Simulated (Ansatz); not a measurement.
Species: LiO, charge 0, multiplicity 2. SMILES: [Li][O]
Coordinates optimised at B3LYP-D3(BJ)/def2-TZVP (Ansatz, a program for electronic structure):
```xyz
2

Li     0.0000     0.0000    -1.2241
O      0.0000     0.0000     0.4590
```
Charge 0, spin multiplicity 2.

Atomisation energy built up term by term with Ansatz (kcal/mol; UHF references for open shells; valence terms freeze the core; atomic spin-orbit terms are left out; no core correlation term is included; no scalar relativity (X2C) term is included). CBS marks a two-point X^-3 extrapolation of the correlation energy; Hartree-Fock from the larger set.

| term | basis | kcal/mol |
|---|---|---|
| Hartree-Fock | def2-QZVPPD | [?] |
| CCSD correlation | CBS(def2-TZVPPD,def2-QZVPPD) | 39.58 |
| (T) | CBS(def2-TZVPPD,def2-QZVPPD) | [?] |
| sum: De |  | [?] |

Question: What belongs in the gaps?

Answer: 
- Hartree-Fock, kcal/mol: 41.58
- (T), kcal/mol: 2.71
- sum: De, kcal/mol: 83.9
